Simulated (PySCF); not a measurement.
## Exercise with solution: chemical shift, span and skew from a shielding tensor

C₂H₈OSi₃, SMILES [SiH3][Si@@H]1[Si@@H](O)C=C1. Atoms are numbered in the order given.

```xyz
14

O      1.1485     2.5054    -1.1212
Si     0.4608     0.9808    -1.0964
C      1.5951    -0.5314    -1.1178
C      1.2642    -1.2162     0.0082
Si    -0.0613    -0.1746     0.8971
Si    -2.1322    -1.2459     1.1916
H      1.7940     2.6994    -0.4311
H     -0.5342     1.0312    -2.2012
H      2.3379    -0.8924    -1.8427
H      1.6983    -2.1920     0.2668
H      0.4021     0.3962     2.2022
H     -3.1485    -0.2822     1.7120
H     -2.6059    -1.7757    -0.1219
H     -2.0292    -2.3867     2.1519
```

Coordinates come from a B3LYP-D3(BJ)/def2-SVP optimisation. The structure was generated by enumeration; whether it is a known compound was not checked. Other conformers were not sampled.

GIAO shieldings from HF/pcSseg-1 (PySCF), non-relativistic, no solvent. The symmetric part of the tensor of C4 has the principal values -122.1, 2.0, 176.4 ppm. The same nucleus in TMS has σ = 192.6 ppm at this level (PySCF, at its B3LYP-D3(BJ)/def2-TZVP geometry).

Work out the isotropic shielding, the ¹³C shift against TMS, the span and the skew.


σ(iso) = (σ11 + σ22 + σ33)/3 = 18.8 ppm. δ = σ(ref) − σ(iso) = 192.6 − (18.8) = 173.8 ppm.
Span Ω = σ33 − σ11 = 298.5 ppm. Skew κ = 3(σ(iso) − σ22)/Ω = 0.17. Tumbling in solution averages the tensor to δ; in a static solid the shielding alone would spread this spin-1/2 line over Ω.
